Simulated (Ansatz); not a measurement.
Mulliken charges of CH$_{4}$ClGe (`[CH2][GeH2][Cl]`) radical from B3LYP/def2-TZVPP in Ansatz (PBE0-D4/def2-TZVP geometry).

```
atom   x (Å)   y (Å)   z (Å)  charge (e)
  C1  -1.019  -0.068  -0.617      -0.302
 Ge2   0.542  -0.114   0.483       0.363
 Cl3   1.989   1.281  -0.337      -0.327
  H4  -1.118  -0.701  -1.491       0.129
  H5  -1.812   0.652  -0.450       0.129
  H6   0.256   0.370   1.909       0.004
  H7   1.223  -1.487   0.458       0.004
```

By hand: the dipole of these point charges (1 e Å = 4.8032 D).

Σ q r = (-0.518, -0.451, 0.231) e Å, of length 0.725 e Å = 3.48 D.

How does the dipole of the full density compare? (Estimate.)

Computed: (-0.395, -0.259, 0.068) e Å, 2.29 D; the point charges give 1.52 times that, at 13° from its direction.

Point charges leave out the atoms' own dipoles, such as those of lone pairs, and Mulliken's split depends on the basis, so the two needn't agree.

B3LYP here is the variant with VWN-RPA as its local correlation; programs differ in this.
